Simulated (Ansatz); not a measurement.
C₁₉H₁₅Br (relaxed from a model of trityl bromide, whose bonding it doesn't keep) was relaxed with r2SCAN-D4 (def2-SVP) in Ansatz in these states: charge -1 doublet, neutral singlet. The geometries follow in no particular order.

A:

Cartesian coordinates in Å:
```
Br -0.064 -2.812 0.706
C -3.845 0.909 1.322
C -2.658 1.537 1.701
C -1.421 0.970 1.371
C -1.355 -0.235 0.655
C -0.019 -0.810 0.204
C 1.163 -0.212 0.956
C 1.309 -0.427 2.339
C 2.338 0.185 3.052
C 3.244 1.031 2.400
C 3.102 1.261 1.031
C 2.070 0.645 0.313
C 0.163 -0.756 -1.308
C 1.187 -1.493 -1.928
C 1.419 -1.381 -3.298
C 0.635 -0.523 -4.079
C -0.377 0.222 -3.472
C -0.613 0.108 -2.097
C -2.558 -0.854 0.269
C -3.789 -0.289 0.599
H -4.811 1.350 1.585
H -2.686 2.475 2.262
H -0.501 1.480 1.666
H 0.609 -1.091 2.853
H 2.437 -0.003 4.126
H 4.055 1.508 2.958
H 3.800 1.922 0.508
H 1.967 0.843 -0.757
H 1.800 -2.169 -1.324
H 2.216 -1.971 -3.760
H 0.814 -0.439 -5.155
H -0.995 0.899 -4.069
H -1.402 0.707 -1.636
H -2.520 -1.793 -0.290
H -4.712 -0.792 0.295
```

B:

```xyz
35

Br   -1.042   -0.769    2.956
C     1.237    3.925    1.230
C     2.138    3.041    0.626
C     1.733    1.752    0.271
C     0.413    1.305    0.510
C    -0.035   -0.026    0.099
C     0.923   -1.131    0.056
C     1.899   -1.284    1.071
C     2.846   -2.302    1.008
C     2.848   -3.214   -0.060
C     1.880   -3.090   -1.061
C     0.932   -2.065   -1.006
C    -1.358   -0.190   -0.504
C    -2.074   -1.404   -0.360
C    -3.309   -1.585   -0.975
C    -3.883   -0.562   -1.746
C    -3.199    0.651   -1.884
C    -1.956    0.834   -1.274
C    -0.480    2.208    1.139
C    -0.074    3.494    1.485
H     1.555    4.935    1.510
H     3.166    3.360    0.422
H     2.440    1.076   -0.219
H     1.845   -0.619    1.937
H     3.577   -2.409    1.817
H     3.590   -4.018   -0.102
H     1.866   -3.794   -1.900
H     0.192   -1.965   -1.805
H    -1.657   -2.168    0.302
H    -3.850   -2.527   -0.830
H    -4.859   -0.705   -2.222
H    -3.634    1.461   -2.479
H    -1.420    1.779   -1.405
H    -1.475    1.842    1.403
H    -0.779    4.164    1.989
```

Q: Judge from the bond lengths which geometry belongs to which state (an estimate).

A: A is the neutral singlet (Br1–C6 2.064 Å, C6–C7 1.523 Å, C6–C13 1.523 Å); B is the charge -1 doublet (Br1–C6 3.120 Å, C6–C7 1.463 Å, C6–C13 1.463 Å).

The charge -1 doublet has come apart into loosely held pieces.
